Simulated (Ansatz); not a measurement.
Frontier orbitals of CH3NSSi, SMILES `N=C1[SiH2]S1`.

Cartesian coordinates in Å:
```
N 0.765 1.105 1.308
C 0.347 0.441 0.335
Si -0.716 -0.840 -0.402
S 0.680 0.364 -1.458
H 1.479 1.789 1.056
H -0.398 -2.273 -0.220
H -2.156 -0.585 -0.618
```

Charge 0, multiplicity 1. The structure was optimised at the PBE0-D4/def2-TZVP level. It is one conformer, not always the lowest. Basis def2-TZVPP, the Gaussian-basis code of Ansatz.

A caution on the coupled-cluster cation, which keeps the state that its UHF reference found: it lies well above the hybrids' cation and may not be the lowest state; spin contamination of the cation.

| functional | HOMO (eV) | LUMO (eV) |
| --- | --- | --- |
| revPBE | -5.92 | -1.92 |

(1) Give HOMO and LUMO (eV) with LDA (SPW92), PBE, BLYP, r2SCAN, B97M-V, PBE0, B3LYP, r2SCANh, r2SCAN0, HSE06 (plane-wave form), BHLYP, CAM-B3LYP, LC-ωPBE, ωB97X-V, ωB97M-V, HF. (Estimate.)

Answers

(1) Ansatz gave: 
```csv
functional,HOMO,LUMO
LDA (SPW92),-6.06,-2.21
PBE,-5.96,-1.99
BLYP,-5.81,-1.81
r2SCAN,-6.22,-1.85
B97M-V,-6.35,-1.79
PBE0,-7.19,-1.03
B3LYP,-6.95,-1.21
r2SCANh,-6.67,-1.49
r2SCAN0,-7.35,-0.95
HSE06 (plane-wave form),-6.79,-1.41
BHLYP,-8.29,-0.03
CAM-B3LYP,-8.44,0.10
LC-ωPBE,-9.72,1.23
ωB97X-V,-9.41,1.13
ωB97M-V,-9.28,0.87
HF,-9.99,2.14
```

B3LYP here is the variant with VWN-RPA as its local correlation; programs differ in this. LC-ωPBE has ω = 0.4 bohr⁻¹. Positive LUMOs are unbound and depend on the basis.
